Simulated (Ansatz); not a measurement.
The cluster Cs2H3⁻, relaxed as a singlet with RKS PBE0-D4/def2-TZVPD in Ansatz, starting from the GFN1-xTB geometry. Force threshold 0.02 eV/Å.

In the def2 sets Cs takes a core potential; there is no spin–orbit coupling. The restricted singlet is unstable: a solution with broken spin symmetry lies lower. The highest occupied level of the charge -1 singlet lies above zero (up to 0.32 eV). Its loss leaves the charge 0 doublet, which lies 0.53 eV higher (vertical, at PBE0-D4/def2-TZVPD), but this difference is unsure: the doublet is doubtful (geometry relaxed on an unsound state). In the singlet, H3 and H4 lie 0.77 Å apart (atoms count from 1), so H2 has formed as a molecule. At PBE0-D4/def2-TZVPD a triplet of charge -1 lies 0.20 eV below the restricted singlet, each at its own geometry. The structure comes from a short search, and lower isomers may exist.

Start:

```tsv
atom	x (Å)	y (Å)	z (Å)
Cs1	0.0957	0.2374	-0.7305
Cs2	-2.7101	-2.4674	-1.0707
H3	1.9749	1.7515	0.5793
H4	2.2201	1.6773	-0.1523
H5	-1.5805	-1.1989	1.3741
```

(1) Estimate the energy that the relaxation releases and the steps that it takes.

(2) Does the start keep its bonding?

(3) Predict the relaxed structure.

## Answers

(1) 16.1 kcal/mol, in 18 steps; 9.5 s on 4 threads of AMD EPYC 9R45 on a shared host. No frequencies were taken in this run, so the end may be a saddle point.

(2) By distances, no bond broke or formed. The bond that changes most is Cs1–H4, from 2.63 to 3.30 Å (atoms count from 1). A close non-bonded pair moves further: H3–H5, from 4.69 to 2.06 Å.

(3) 
```xyz
5

Cs   -0.113    0.680   -2.040
Cs   -2.407   -2.342    0.274
H     1.184    0.808    0.712
H     1.738    1.329    0.612
H    -0.402   -0.476    0.444
```
Bond lengths (bridged metal pairs left out): 4 × Cs–H 2.74 to 3.30 Å.
